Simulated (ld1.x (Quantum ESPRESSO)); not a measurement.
Reading a pseudo-wave (As)

Columns: radius, all-electron u(r) and pseudo u(r) of the 4p shell (level -5.24 eV) of arsenic in the configuration [Ar] 3d10 4s2 4p3; PW91, scalar-relativistic, ultrasoft scheme, ld1.x (Quantum ESPRESSO) 7.5.

```json
{"r (bohr)": "0.100", "all-electron": "0.1701", "pseudo": "0.0056"}
{"r (bohr)": "0.200", "all-electron": "0.0355", "pseudo": "0.0223"}
{"r (bohr)": "0.300", "all-electron": "-0.1669", "pseudo": "0.0492"}
{"r (bohr)": "0.400", "all-electron": "-0.2714", "pseudo": "0.0851"}
{"r (bohr)": "0.500", "all-electron": "-0.2700", "pseudo": "0.1285"}
{"r (bohr)": "0.600", "all-electron": "-0.1986", "pseudo": "0.1775"}
{"r (bohr)": "0.700", "all-electron": "-0.0918", "pseudo": "0.2303"}
{"r (bohr)": "0.800", "all-electron": "0.0270", "pseudo": "0.2849"}
{"r (bohr)": "0.900", "all-electron": "0.1439", "pseudo": "0.3395"}
{"r (bohr)": "1.000", "all-electron": "0.2515", "pseudo": "0.3926"}
{"r (bohr)": "1.100", "all-electron": "0.3462", "pseudo": "0.4429"}
{"r (bohr)": "1.200", "all-electron": "0.4270", "pseudo": "0.4894"}
{"r (bohr)": "1.300", "all-electron": "0.4940", "pseudo": "0.5313"}
{"r (bohr)": "1.400", "all-electron": "0.5482", "pseudo": "0.5682"}
{"r (bohr)": "1.500", "all-electron": "0.5906", "pseudo": "0.5997"}
{"r (bohr)": "1.600", "all-electron": "0.6226", "pseudo": "0.6257"}
{"r (bohr)": "1.700", "all-electron": "0.6452", "pseudo": "0.6458"}
{"r (bohr)": "1.800", "all-electron": "0.6598", "pseudo": "0.6598"}
{"r (bohr)": "1.900", "all-electron": "0.6674", "pseudo": "0.6674"}
{"r (bohr)": "2.000", "all-electron": "0.6691", "pseudo": "0.6691"}
{"r (bohr)": "2.100", "all-electron": "0.6659", "pseudo": "0.6659"}
{"r (bohr)": "2.200", "all-electron": "0.6584", "pseudo": "0.6584"}
{"r (bohr)": "2.300", "all-electron": "0.6476", "pseudo": "0.6476"}
{"r (bohr)": "2.400", "all-electron": "0.6341", "pseudo": "0.6341"}
{"r (bohr)": "2.500", "all-electron": "0.6184", "pseudo": "0.6184"}
{"r (bohr)": "2.600", "all-electron": "0.6010", "pseudo": "0.6010"}
```

(1) How many radial nodes do the two functions have?

(2) At about which radius was the pseudo-wave matched?

(3) Is the pseudo-wave norm-conserving?

Results:

(1) The all-electron 4p function has n − l − 1 = 2; the pseudo-wave has 0, since the states of the same l below it are removed with the core.

(2) 1.85 bohr, where the columns begin to agree (steps of 0.10 bohr).

(3) No, it belongs to an ultrasoft set: the norm inside the radius is not constrained, and the difference is carried by the augmentation charge.
